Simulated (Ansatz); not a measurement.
Ansatz results at the PBE0-D4/def2-TZVP geometry: HOMO energy (PBE/def2-TZVPP) -6.26 eV; HOMO–LUMO gap (ωB97M-V/def2-TZVPP) 9.53 eV; HOMO–LUMO gap (B3LYP/def2-TZVPP) 5.19 eV.

Which molecule gave them?
A. `O/C=C\CBr`
B. `C=NCS[SiH3]`
C. `N=[C](N)[AlH][F]`
D. `B1[SiH2]C[Se]1`

D. The others give `C=NCS[SiH3]`: -5.77, 10.43, 5.55; `N=[C](N)[AlH][F]`: -5.59, 9.33, 4.90; `O/C=C\CBr`: -5.67, 10.56, 5.90.

B3LYP here is the variant with VWN-RPA as its local correlation; programs differ in this.
